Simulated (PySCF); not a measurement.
**Ionisation energy of Pd by level of theory**

Pd [Kr] 4d10 (1S) → Pd⁺ [Kr] 4d9 (2D), as a difference of total energies. All numbers are calculated (PySCF 2.14, a scalar-relativistic core potential, in def2-TZVPPD with the def2 core potential (28 electrons)). Correlated levels: valence: 4s2 4p6 frozen. The calculations carry no spin-orbit coupling.

Order these methods by the ionisation energy they give, lowest first.
A. CCSD(T) (valence)
B. UHF
C. MP2 (valence)
D. SCS-MP2 (valence)

B (6.225 eV), A (8.054 eV), D (8.181 eV), C (8.403 eV).

Errors of the correlated levels include the incompleteness of this basis and the frozen core.

For comparison: 8.512 eV (measured; NIST levels, between the centres of gravity of the two terms).
